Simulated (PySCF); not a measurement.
# HPtN: from structure and modes to constants

Method: UPBE0/[Pt def2-TZVP with ECP60, N def2-TZVP, H def2-TZVP], scalar-relativistic core potentials, density fitting, no spin–orbit coupling, PySCF.

The triplet minimum has Cs symmetry. Masses (u): Pt 194.96477, N 14.00307, H 1.00782.

```xyz
3
charge 0 multiplicity 3, angstrom
Pt    0.0853    0.0000   -0.0776
N    -1.2783    0.0000    1.0314
H     1.2527    0.0000    0.9299
```

Harmonic wavenumbers (cm⁻¹): 555.6 (a', ×1), 804.7 (a', ×1), 2334.4 (a', ×1).

(1) Find the principal moments of inertia and the rotational constants. What kind of rotor is it?

(2) What is the harmonic zero-point energy?

(3) Find the vibrational entropy and heat capacity at 298.15 K.

(4) Give the standard entropy (298.15 K, 1 bar) by its translational, rotational, vibrational and spin parts, and Cp.

## Answers

(1) About the centre of mass I = 2.3027, 40.522, 42.824 u Å². With B = 16.8576/I this gives 7.321, 0.416, 0.3936 cm⁻¹. The molecule is an asymmetric top with κ = -0.99.

(2) Half the sum of all 3 wavenumbers, 3695/2 = 1847 cm⁻¹, which is 22.1 kJ/mol (1 cm⁻¹ = 0.0119627 kJ/mol).

(3) With u = 1.43878 ω/T, each mode gives S = R[u/(eᵘ−1) − ln(1−e⁻ᵘ)] and C = R u² eᵘ/(eᵘ−1)².
```tsv
ω (cm⁻¹)	u	S (J/(mol K))	C (J/(mol K))
555.6	2.681	2.23	4.72
804.7	3.883	0.85	2.69
2334.4	11.265	0.00	0.01
```
The sums over all modes are S = 3.1 and C = 7.4 J/(mol K); the softest mode gives 72 % of the entropy.

(4) Sackur–Tetrode with M = 209.98 u gives 175.5; rotation with symmetry number 1 gives 83.0; vibration 3.1; spin R ln 3 = 9.1. The total is 270.8 J/(mol K), and Cp = 4 R + 7.4 = 40.7 J/(mol K).

Only a few start shapes were tried, so a lower isomer may exist. With open d or f shells other occupations or spin states may lie lower. With an element this heavy the missing spin–orbit coupling can shift these numbers.
